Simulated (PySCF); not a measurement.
A PySCF script (with the pyscf-properties extension) for the NMR shieldings of SMILES N#C[SiH2]CCN[SiH2]P, C₃H₁₁N₂PSi₂, on a GFN2-xTB geometry:

```python
import basis_set_exchange as bse
import numpy as np
from pyscf import gto, dft
from pyscf.prop import nmr

atoms = """
N    -4.645075    1.011273   -1.406530
C    -3.766721    0.684821   -0.747981
Si   -2.349959    0.152367    0.346693
C    -0.940091   -0.419384   -0.790202
C     0.186961   -1.119283   -0.026034
N     0.773861   -0.315162    1.018060
Si    1.841033    1.000148    0.717192
P     3.027848    0.391708   -1.081889
H    -2.001963    1.323082    1.158514
H    -2.859633   -0.949018    1.171961
H    -0.514326    0.437444   -1.318031
H    -1.319841   -1.102509   -1.552943
H     0.992047   -1.374534   -0.725231
H    -0.185468   -2.051487    0.412479
H     0.169450   -0.235425    1.821518
H     1.211917    2.287263    0.366470
H     2.590480    1.151622    1.966459
H     3.791947   -0.555456   -0.423899
H     3.987730    1.371551   -0.914067
"""
names = dict.fromkeys(["N", "C", "Si", "P", "H"], "pcSseg-1")
basis = {el: gto.basis.parse(bse.get_basis(n, elements=[el], fmt="nwchem")) for el, n in names.items()}
mol = gto.M(atom=atoms, basis=basis, charge=0, verbose=0)
mf = dft.RKS(mol, xc="PBE0")
mf.grids.level = 2
mf.grids.alignment = dft.numint.BLKSIZE   # the property module wants whole blocks of grid points
mf.conv_tol = 1e-9
mf.kernel()

calc = nmr.RKS(mf)   # GIAO
C = mf.mo_coeff
Co = C[:, mf.mo_occ > 0]
resp = mf.gen_response(singlet=True, hermi=2)
def vind(x):   # induced exchange potential for any number of trial vectors
    d = np.einsum("pi,xij,qj->xpq", C, 2 * x.reshape(-1, C.shape[1], Co.shape[1]), Co, optimize=True)
    return np.einsum("xpq,pi,qj->xij", resp(d - d.transpose(0, 2, 1)), C, Co, optimize=True).ravel()
mo1, _ = nmr.rhf.solve_mo1(calc, with_cphf=vind)
sigma = calc.kernel(mo1)
for i, s in enumerate(sigma):   # ppm
    w = np.linalg.eigvalsh((s + s.T) / 2)
    print("%2d %-2s iso %8.1f  s11 %8.1f  s22 %8.1f  s33 %8.1f" % (i, mol.atom_pure_symbol(i), w.mean(), *w))
```

Task: Give the expected output.

Result: 
```
 0 N  iso   -100.2  s11   -300.2  s22   -298.3  s33    297.9
 1 C  iso     63.9  s11    -51.3  s22    -46.4  s33    289.3
 2 Si iso    419.7  s11    389.1  s22    407.1  s33    463.0
 3 C  iso    166.8  s11    145.5  s22    164.5  s33    190.6
 4 C  iso    143.1  s11    120.0  s22    147.2  s33    162.0
 5 N  iso    234.8  s11    199.9  s22    233.7  s33    270.8
 6 Si iso    382.8  s11    323.7  s22    372.5  s33    452.2
 7 P  iso    630.6  s11    545.9  s22    619.1  s33    726.8
 8 H  iso     27.2  s11     23.0  s22     27.4  s33     31.1
 9 H  iso     27.4  s11     23.6  s22     26.3  s33     32.4
10 H  iso     30.0  s11     25.4  s22     31.1  s33     33.6
11 H  iso     30.6  s11     25.2  s22     29.0  s33     37.6
12 H  iso     28.3  s11     23.0  s22     29.1  s33     32.7
13 H  iso     28.7  s11     23.4  s22     28.1  s33     34.6
14 H  iso     32.0  s11     23.4  s22     30.9  s33     41.6
15 H  iso     26.4  s11     22.1  s22     25.5  s33     31.5
16 H  iso     26.4  s11     22.5  s22     24.6  s33     32.3
17 H  iso     30.5  s11     24.7  s22     27.6  s33     39.2
18 H  iso     30.8  s11     25.6  s22     26.9  s33     40.0
```

These numbers come from an equivalent density-fitted implementation of the same equations, which agrees with the script to about 0.01 ppm for H and up to a few tenths of a ppm for heavy atoms, so last digits may differ.

Task: Turn these shieldings into chemical shifts. δ = σ(ref) − σ, references computed at the same level: ¹⁵N (σref 267.73) against NH3; ¹³C (σref 186.93), ²⁹Si (σref 349.16), ¹H (σref 31.72) against TMS; H3PO4 for ³¹P (σref 318.38).

Result: Averaging equivalent atoms: N 0: 367.9; N 5: 32.9; C 1: 123.1; C 4: 43.9; C 3: 20.1; Si 6: -33.7; Si 2: -70.6; P 7: -312.2; H 15/16: 5.32; H 8/9: 4.43; H 12/13: 3.24; H 10/11: 1.42; H 17/18: 1.05; H 14: -0.25 ppm. Experimental scales use liquid or dissolved standards, which lie at an offset from isolated NH3 (liquid NH3: subtract about 20 ppm) and H3PO4. Unscaled 15N shifts of sp2 nitrogen come out 20 to 40 ppm too high even then.

Size and cost of the density-fitted run: 212 basis functions, 51 s wall time on 1 thread of an Arm Neoverse V2, shared host; peak memory 1 GiB.
